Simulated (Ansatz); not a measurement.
Steps of a relaxation of C3H9CdN (`C[CH](C)[Cd][NH2]`) with RKS PBE0-D4/def2-TZVP.

```sh
$ ansatz run in.yaml --threads 2 --pin off --events-out ev --progress --plain --max-ram 32768MiB --backend cuda --devices 0, --max-vram 18GiB
```

```yaml
crystal:
  periodic: [false, false, false]
  atoms:
    - {symbol: C, position_ang: [-1.031320, 0.319760, 1.287060]}
    - {symbol: C, position_ang: [0.396620, 0.559970, 0.806190]}
    - {symbol: C, position_ang: [1.199700, -0.737300, 0.836130]}
    - {symbol: Cd, position_ang: [0.236000, 1.104670, -1.328670]}
    - {symbol: N, position_ang: [-0.556710, -0.113720, -2.867620]}
    - {symbol: H, position_ang: [-1.034430, -0.112250, 2.292950]}
    - {symbol: H, position_ang: [-1.597490, 1.254570, 1.323890]}
    - {symbol: H, position_ang: [-1.548420, -0.381930, 0.623790]}
    - {symbol: H, position_ang: [0.878500, 1.302040, 1.451250]}
    - {symbol: H, position_ang: [0.767970, -1.474080, 0.150360]}
    - {symbol: H, position_ang: [2.242170, -0.562110, 0.556230]}
    - {symbol: H, position_ang: [1.192080, -1.174770, 1.839110]}
    - {symbol: H, position_ang: [-1.295090, 0.351970, -3.399020]}
    - {symbol: H, position_ang: [0.150400, -0.336820, -3.571640]}
basis:
  gaussian: {orbitals: def2-TZVP}
hamiltonian: {xc: pbe0, dispersion: d4}
relax: {f_tol: 0.005, max_steps: 150}
```

Positions (Å) and forces (eV/Å) along the path, 9 of 11 steps:

```xyz
14
step=1 energy=-9308.1130 eV
C    -1.031    0.320    1.287    0.177    0.249   -0.351
C     0.397    0.560    0.806    0.116    0.209    0.231
C     1.200   -0.737    0.836   -0.029    0.357   -0.331
Cd    0.236    1.105   -1.329   -0.408   -1.097    0.217
N    -0.557   -0.114   -2.868    0.307    0.753   -0.244
H    -1.034   -0.112    2.293    0.010   -0.070    0.108
H    -1.597    1.255    1.324   -0.099   -0.095    0.013
H    -1.548   -0.382    0.624   -0.098    0.041    0.100
H     0.878    1.302    1.451   -0.035    0.013   -0.198
H     0.768   -1.474    0.150    0.116   -0.065    0.055
H     2.242   -0.562    0.556   -0.007   -0.137   -0.005
H     1.192   -1.175    1.839   -0.023   -0.057    0.130
H    -1.295    0.352   -3.399    0.112   -0.111    0.123
H     0.150   -0.337   -3.572   -0.140    0.009    0.152
14
step=2 energy=-9308.3010 eV
C    -1.030    0.334    1.301    0.192    0.024    0.112
C     0.404    0.565    0.842   -0.007    0.180   -0.412
C     1.212   -0.728    0.847   -0.056    0.137    0.179
Cd    0.174    0.927   -1.278   -0.274   -0.569   -0.144
N    -0.558   -0.092   -2.937    0.210    0.470   -0.089
H    -1.039   -0.103    2.307   -0.071   -0.036    0.088
H    -1.610    1.259    1.335   -0.008   -0.020    0.005
H    -1.552   -0.370    0.644   -0.045   -0.003    0.062
H     0.891    1.334    1.447   -0.042   -0.035   -0.121
H     0.784   -1.471    0.167    0.040   -0.049    0.047
H     2.254   -0.568    0.561   -0.008   -0.018    0.006
H     1.206   -1.172    1.850    0.045   -0.096    0.069
H    -1.291    0.391   -3.453    0.083   -0.017    0.101
H     0.155   -0.306   -3.632   -0.058    0.034    0.097
14
step=3 energy=-9308.4568 eV
C    -1.023    0.326    1.339    0.047   -0.055    0.194
C     0.389    0.548    0.807   -0.053    0.000   -0.312
C     1.214   -0.734    0.891   -0.007   -0.033    0.225
Cd    0.095    0.751   -1.298   -0.006   -0.082    0.221
N    -0.550   -0.035   -3.039   -0.032    0.104   -0.404
H    -1.001   -0.076    2.364   -0.008    0.047   -0.012
H    -1.613    1.245    1.357    0.010    0.022    0.007
H    -1.577   -0.404    0.736    0.020    0.011    0.079
H     0.884    1.370    1.332   -0.072   -0.108   -0.107
H     0.801   -1.528    0.257    0.021    0.012    0.087
H     2.253   -0.584    0.589    0.012    0.021    0.009
H     1.221   -1.133    1.918    0.035    0.028   -0.024
H    -1.269    0.483   -3.532    0.032    0.015    0.034
H     0.175   -0.228   -3.720    0.000    0.018    0.001
14
step=4 energy=-9308.5719 eV
C    -1.013    0.305    1.388   -0.244   -0.014    0.026
C     0.354    0.488    0.745    0.068   -0.230    0.668
C     1.214   -0.749    0.968    0.099   -0.184   -0.084
Cd    0.036    0.582   -1.319   -0.168   -0.015   -0.691
N    -0.543    0.053   -3.194    0.088   -0.015    0.285
H    -0.951    0.013    2.450    0.102    0.093   -0.153
H    -1.611    1.219    1.328   -0.038   -0.055    0.046
H    -1.577   -0.488    0.882   -0.074    0.008    0.122
H     0.847    1.341    1.209    0.054    0.198   -0.169
H     0.793   -1.612    0.438    0.094   -0.066    0.105
H     2.230   -0.599    0.589    0.018   -0.086    0.063
H     1.289   -1.043    2.030   -0.042    0.179   -0.131
H    -1.253    0.609   -3.644   -0.053    0.139   -0.034
H     0.186   -0.118   -3.870    0.092    0.047   -0.053
14
step=7 energy=-9308.7071 eV
C    -1.032    0.253    1.469    0.124    0.043   -0.043
C     0.251    0.296    0.642    0.036    0.050    0.072
C     1.219   -0.811    1.059   -0.054    0.124   -0.013
Cd   -0.111    0.334   -1.457   -0.025   -0.155    0.195
N    -0.544    0.173   -3.422   -0.013   -0.067    0.108
H    -0.795    0.274    2.543   -0.004    0.020   -0.014
H    -1.679    1.109    1.262   -0.046    0.009    0.009
H    -1.620   -0.652    1.299    0.026   -0.035   -0.062
H     0.742    1.261    0.830   -0.035   -0.095    0.051
H     0.836   -1.813    0.848   -0.059    0.004   -0.042
H     2.186   -0.717    0.561    0.032   -0.024   -0.009
H     1.403   -0.769    2.141    0.012    0.011   -0.015
H    -1.133    0.921   -3.762   -0.021    0.074   -0.122
H     0.277    0.142   -4.011    0.026    0.043   -0.114
14
step=8 energy=-9308.7131 eV
C    -1.029    0.260    1.459    0.029   -0.036    0.073
C     0.261    0.310    0.653   -0.046   -0.070   -0.074
C     1.219   -0.804    1.051   -0.020   -0.012    0.094
Cd   -0.122    0.290   -1.428    0.004    0.056   -0.092
N    -0.546    0.164   -3.402    0.001   -0.007   -0.001
H    -0.813    0.289    2.536   -0.018   -0.002    0.004
H    -1.693    1.099    1.239   -0.003    0.015   -0.008
H    -1.593   -0.659    1.274    0.008   -0.004    0.009
H     0.749    1.270    0.838    0.045    0.074    0.047
H     0.808   -1.796    0.839   -0.006    0.004    0.009
H     2.181   -0.733    0.538    0.009    0.008   -0.011
H     1.423   -0.770    2.131    0.012   -0.016   -0.002
H    -1.124    0.924   -3.738   -0.035    0.012   -0.018
H     0.279    0.156   -3.990    0.020   -0.020   -0.029
14
step=9 energy=-9308.7161 eV
C    -1.027    0.256    1.462   -0.017    0.004   -0.010
C     0.263    0.312    0.655    0.003    0.008   -0.002
C     1.217   -0.804    1.058    0.009   -0.009   -0.018
Cd   -0.111    0.315   -1.437    0.005    0.001    0.011
N    -0.543    0.173   -3.408   -0.004    0.005   -0.011
H    -0.814    0.289    2.540    0.006   -0.001    0.003
H    -1.695    1.092    1.239    0.001   -0.009    0.007
H    -1.585   -0.667    1.278    0.004    0.001    0.004
H     0.753    1.271    0.856    0.002    0.005    0.001
H     0.800   -1.794    0.849    0.000    0.001    0.007
H     2.178   -0.739    0.540   -0.004   -0.005    0.010
H     1.426   -0.769    2.136   -0.003    0.003    0.005
H    -1.132    0.920   -3.756   -0.004   -0.001   -0.005
H     0.271    0.144   -4.010    0.002   -0.003   -0.003
14
step=10 energy=-9308.7162 eV
C    -1.026    0.255    1.462   -0.008    0.004   -0.005
C     0.264    0.313    0.654    0.002    0.003    0.000
C     1.216   -0.804    1.059    0.005   -0.002   -0.008
Cd   -0.110    0.317   -1.439    0.000    0.000    0.004
N    -0.544    0.175   -3.410    0.000    0.004   -0.006
H    -0.811    0.289    2.540    0.003    0.000    0.001
H    -1.697    1.089    1.240    0.000   -0.003    0.003
H    -1.582   -0.669    1.280    0.003    0.000    0.001
H     0.753    1.272    0.856   -0.001   -0.002    0.000
H     0.797   -1.794    0.852   -0.001    0.002    0.002
H     2.178   -0.742    0.542   -0.002   -0.002    0.003
H     1.423   -0.767    2.137   -0.001    0.001    0.002
H    -1.133    0.921   -3.760    0.001   -0.003    0.002
H     0.269    0.143   -4.013   -0.001   -0.001    0.002
14
step=11 energy=-9308.7162 eV
C    -1.026    0.255    1.462    0.001   -0.001    0.000
C     0.264    0.314    0.653    0.000    0.001    0.000
C     1.216   -0.804    1.059   -0.001    0.000    0.000
Cd   -0.110    0.318   -1.439    0.000    0.000   -0.001
N    -0.544    0.176   -3.410    0.000    0.000    0.001
H    -0.810    0.289    2.539    0.000    0.000    0.000
H    -1.698    1.088    1.241    0.001   -0.001    0.000
H    -1.580   -0.671    1.281    0.000    0.000    0.000
H     0.753    1.273    0.855    0.000    0.001    0.000
H     0.796   -1.793    0.854    0.000    0.000    0.000
H     2.178   -0.743    0.543   -0.001    0.000    0.000
H     1.423   -0.766    2.137    0.000    0.000    0.000
H    -1.132    0.923   -3.761    0.000    0.000    0.000
H     0.269    0.142   -4.013    0.000    0.000    0.000
```

Run time 46 s (2 threads of an AMD EPYC 7R13 on a shared host and a share of an NVIDIA H100 80 GB); peak host memory 0.87 GiB.
